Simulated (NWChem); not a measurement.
CAlCl2NO; SMILES [Cl][Al]([Cl])[N]=C=O

```xyz
6

Al     0.0000     0.4275     0.0031
Cl    -1.7977     1.4707     0.0020
Cl     1.8026     1.4622     0.0020
N     -0.0036    -1.3269     0.0061
C     -0.0043    -2.5295     0.0012
O     -0.0050    -3.6945    -0.0032
```
Atoms are numbered in this order, from 1.

All runs: NWChem. Coordinates come from a PBE0/def2-SVP optimisation. Vzz is the largest principal value of the second derivative of the potential at the nucleus (NWChem prints the opposite sign); η is the asymmetry. Non-relativistic.

For level PBE/def2-SVP:

```yaml
Vzz Al1 (a.u.): 0.664
Vzz Cl3 (a.u.): 1.400
Vzz N4 (a.u.): 0.379
Vzz O6 (a.u.): 0.632
```

**Question.** What are these values for level Hartree-Fock/def2-SVP?

**Answer.** 
| Property | Result |
|---|---|
| Vzz Al1 (a.u.) | 0.801 |
| Vzz Cl3 (a.u.) | 1.308 |
| Vzz N4 (a.u.) | 0.397 |
| Vzz O6 (a.u.) | 0.756 |
